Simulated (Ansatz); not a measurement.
Reaction (ligand exchange at a B–O bond): `CB(O)F` + `C=N` → `C=NB(C)F` + H₂O

Computed with Ansatz on PBE0-D4/def2-TZVP structures; ΔE is electronic, products minus reactants. CCSD(T)/CBS adds triple-zeta CCSD(T) − MP2 to the extrapolated MP2 energy (def2 sets, frozen cores). This one scheme is used for every species. Functionals use def2-TZVPP. B3LYP here is the variant with VWN-RPA as its local correlation; programs differ in this. One conformer a species, not always the lowest.

`CB(O)F`:

Z-matrix (Å, degrees):
```
C
B 1 1.558
H 1 1.094 2 110.3
H 1 1.090 2 112.6 3 121.6
H 1 1.094 2 110.2 3 -116.8
O 2 1.353 1 122.1 3 -121.7
F 2 1.343 1 119.9 3 58.3
H 6 0.962 2 112.8 1 -180.0
```

`C=N`:

Z-matrix (Å, degrees):
```
C
N 1 1.261
H 1 1.096 2 124.9
H 1 1.092 2 118.8 3 -180.0
H 2 1.021 1 111.0 3 -0.0
```

`C=NB(C)F`:

Z-matrix (Å, degrees):
```
C
B 1 1.566
H 1 1.090 2 113.5
H 1 1.094 2 110.2 3 121.8
H 1 1.095 2 109.6 3 -121.4
N 2 1.385 1 123.0 3 -2.2
F 2 1.345 1 119.3 3 -178.6
C 6 1.240 2 159.8 1 88.0
H 8 1.098 6 122.6 2 4.2
H 8 1.096 6 121.3 2 -176.0
```

H₂O:

Z-matrix (Å, degrees):
```
O
H 1 0.960
H 1 0.960 2 105.1
```

```csv
level,ΔE (kJ/mol)
LDA (SPW92),53.0
B97M-V,67.8
PBE-QIDH,66.6
B3LYP,64.2
CCSD/def2-SVP,82.9
HF/def2-QZVPP,80.0
SCS-MP2/def2-QZVPP,67.0
MP2/CBS(def2),61.5
```

(1) What does CCSD(T)/CBS give? (Estimate.)

(2) What do rigid-rotor, harmonic-oscillator terms from PBE0-D4/def2-TZVP frequencies (298.15 K, 1 bar) make of the CCSD(T)/CBS value? (Estimate.)

Largest T1 diagnostic among the species: 0.013.

Answers

(1) The calculation gave: +65.4 kJ/mol. The listed levels differ from it by -12.4, 2.4, 1.2, -1.2, 17.5, 14.6, 1.6, -3.9 kJ/mol.

(2) Computed: ΔZPE = -7.4 kJ/mol, ΔH = +61.5 kJ/mol, ΔS = -5 J/(mol·K), ΔG = +62.9 kJ/mol.

From BLYP to BHLYP (50 % exact exchange), in def2-TZVPP and without D4, ΔE moves by +8.4 kJ/mol. In def2-TZVPP, CCSD(T) changes the Hartree–Fock value by −10.0 kJ/mol (the triples alone add −1.5 kJ/mol) and MP2 by −13.9 kJ/mol. At CCSD(T), def2-SVP lies +16.6 kJ/mol from the extrapolated value and def2-TZVPP +5.3 kJ/mol.
